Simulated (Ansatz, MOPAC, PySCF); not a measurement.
Dimer: CH4O (SMILES CO) (first 6 atoms) with GeH4 (SMILES [GeH4]); geometry from B3LYP-D3(BJ)/def2-TZVP.
(charge 0, multiplicity 1):
```xyz
11

C     -0.44998     0.17170     0.48868
O      0.79079     0.28185     1.17473
H     -1.25318     0.70804     1.00507
H     -0.70257    -0.88705     0.46579
H     -0.38137     0.53591    -0.54149
H      1.04205     1.21010     1.21464
Ge     0.01377    -0.10182     4.25117
H     -0.53025    -1.29615     3.45848
H     -0.57921     1.20604     3.70303
H      1.54467    -0.05660     4.18730
H     -0.42025    -0.24311     5.72380
```

Interaction energies are E(AB) − E(A) − E(B) at the monomers' geometry in the complex; basis-set methods are counterpoise corrected. Rows marked so take none.

Rows in STO-3G carry no dispersion term and start afresh at each structure; the Pople sets are all-electron and without relativity. The state that PM7 reach isn't checked; PM7 holds dispersion and hydrogen-bond terms.

The values were computed with Ansatz (an electronic-structure program); MOPAC for PM7 (differences of heats of formation); PySCF for STO-3G rows, the dispersion terms. Each number belongs to the level named beside it.

Task: One of these levels gives 0.23 kcal/mol for the interaction energy. Which?
A) HF/aug-cc-pVDZ
B) BLYP-D3(BJ)/def2-TZVPPD
C) PM7
D) HF/STO-3G (no counterpoise)

Result: A, HF/aug-cc-pVDZ. The others give -1.37 (PM7), -0.17 (HF/STO-3G (no counterpoise)), -1.86 (BLYP-D3(BJ)/def2-TZVPPD)
